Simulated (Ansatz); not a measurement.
Input (CCSDT(Q)/cc-pV(D+d)Z; Ansatz, a first-principles code): A basis named .json is the Basis Set Exchange file of that set.

Ansatz 0.2 input:
```yaml
crystal:
  periodic: [false, false, false]
  atoms:
    - {symbol: Si, position_ang: [-0.96272697, 0.01639356, -0.05969868]}
    - {symbol: Cl, position_ang: [0.98761079, -0.01681728, 0.06124173]}
    - {symbol: H, position_ang: [-1.63462977, 1.31893689, -0.08644145]}
    - {symbol: H, position_ang: [-1.67657612, -1.26255284, -0.11888637]}
basis:
  gaussian:
    orbitals: cc-pV_D+d_Z.json
total_charge: 1
magnetization: {spin_polarized: false}
correlation: {method: ccsdt_q, electrons: outside_noble_gas}
```

Output:

```
Functional definition: HF
integrals: 0.04 GiB planned
1049 factors; integrals over basis functions are off by at most 2.1e-7 eV
mean field: 0.17 GiB planned
mean field evaluation 1: about -20388.7190 eV, gradient 2.2e1 eV
mean field evaluation 2: about -20388.7241 eV, gradient 2.2e1 eV
mean field evaluation 4: about -20390.3776 eV, gradient 1.5e0 eV
mean field evaluation 8: about -20390.3886 eV, gradient 4.4e-5 eV
mean field evaluation 16: about -20390.3881 eV, gradient 3.1e-1 eV
mean field -20390.38862368 eV, -749.3329608183 hartree, gradient 2.2e-6 eV, S^2 0.000000; 0 other end points of the search recorded, 0 dependent functions left out
10 core orbitals not correlated
reference -20390.38862368 eV, -749.3329608183 hartree; 6, 6 occupied and 40, 40 virtual orbitals, 1049 factors
second order -5.93244096 eV of doubles, -0.00000000 eV of singles
coupled cluster: 0.52 GiB planned
cycle   1  -6.51811247 eV  change   -5.9e-1 eV  update   7.6e-2
cycle   2  -6.83464363 eV  change   -3.2e-1 eV  update   3.3e-2
cycle   3  -6.97744312 eV  change   -1.4e-1 eV  update   2.2e-2
cycle   4  -6.96265116 eV  change    1.5e-2 eV  update   7.4e-3
cycle   5  -6.96548852 eV  change   -2.8e-3 eV  update   3.4e-3
cycle   6  -6.96734495 eV  change   -1.9e-3 eV  update   1.2e-3
cycle   7  -6.96679396 eV  change    5.5e-4 eV  update   5.1e-4
cycle   8  -6.96672966 eV  change    6.4e-5 eV  update   1.5e-4
cycle   9  -6.96677311 eV  change   -4.3e-5 eV  update   6.2e-5
cycle  10  -6.96676576 eV  change    7.3e-6 eV  update   2.0e-5
cycle  11  -6.96677193 eV  change   -6.2e-6 eV  update   8.0e-6
cycle  12  -6.96677244 eV  change   -5.2e-7 eV  update   3.7e-6
cycle  13  -6.96677084 eV  change    1.6e-6 eV  update   1.3e-6
cycle  14  -6.96677094 eV  change   -1.0e-7 eV  update   5.2e-7
perturbative correction -0.01337401 eV, -0.0004914859 hartree
Total energy: -20397.36876863 eV, -749.5894764142 hartree
```
